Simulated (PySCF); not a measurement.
Si(Cl)3(SiH3) (Cl3H3Si2), SMILES [SiH3][Si](Cl)(Cl)Cl. Atoms are numbered in the order given.

```xyz
8

Si     0.0000     0.0000     2.2806
Si     0.0000     0.0000    -0.0527
Cl    -1.6798    -0.9698    -0.7737
Cl     1.6798    -0.9698    -0.7737
Cl     0.0000     1.9396    -0.7737
H     -1.2221     0.7056     2.7561
H      1.2221     0.7056     2.7561
H      0.0000    -1.4112     2.7561
```

The structure is a stationary point at B3LYP-D3(BJ)/def2-SVP.

These are B3LYP-D3(BJ)/def2-SVP in PySCF values and carry that method's errors.

Frequencies are harmonic and unscaled.

Modes within 1.5 cm⁻¹ of each other (mostly degenerate sets) share a row, with their intensities summed.

```json
[
 {"mode": "1–2", "ν (cm⁻¹)": "98", "IR (km/mol)": "0.9", "moving atoms (share of kinetic energy)": "Cl 56 %, Si 33 %, H 11 %"},
 {"mode": "3", "ν (cm⁻¹)": "122", "IR (km/mol)": "0.0", "moving atoms (share of kinetic energy)": "H 99 %"},
 {"mode": "4–5", "ν (cm⁻¹)": "175", "IR (km/mol)": "6.9", "moving atoms (share of kinetic energy)": "Cl 84 %, Si 14 %"},
 {"mode": "6", "ν (cm⁻¹)": "198", "IR (km/mol)": "17.4", "moving atoms (share of kinetic energy)": "Cl 51 %, Si 46 %"},
 {"mode": "7", "ν (cm⁻¹)": "362", "IR (km/mol)": "4.8", "moving atoms (share of kinetic energy)": "Cl 65 %, Si 32 %"},
 {"mode": "8–9", "ν (cm⁻¹)": "514", "IR (km/mol)": "97.1", "moving atoms (share of kinetic energy)": "H 72 %, Si 15 %, Cl 13 %"},
 {"mode": "10", "ν (cm⁻¹)": "562", "IR (km/mol)": "111.6", "moving atoms (share of kinetic energy)": "Si 76 %, Cl 20 %"},
 {"mode": "11–12", "ν (cm⁻¹)": "601", "IR (km/mol)": "193.6", "moving atoms (share of kinetic energy)": "Si 62 %, Cl 25 %, H 13 %"},
 {"mode": "13", "ν (cm⁻¹)": "875", "IR (km/mol)": "225.4", "moving atoms (share of kinetic energy)": "H 89 %, Si 11 %"},
 {"mode": "14–15", "ν (cm⁻¹)": "937", "IR (km/mol)": "88.5", "moving atoms (share of kinetic energy)": "H 97 %"},
 {"mode": "16", "ν (cm⁻¹)": "2226", "IR (km/mol)": "42.2", "moving atoms (share of kinetic energy)": "H 99 %"},
 {"mode": "17–18", "ν (cm⁻¹)": "2242", "IR (km/mol)": "139.9", "moving atoms (share of kinetic energy)": "H 96 %"}
]
```
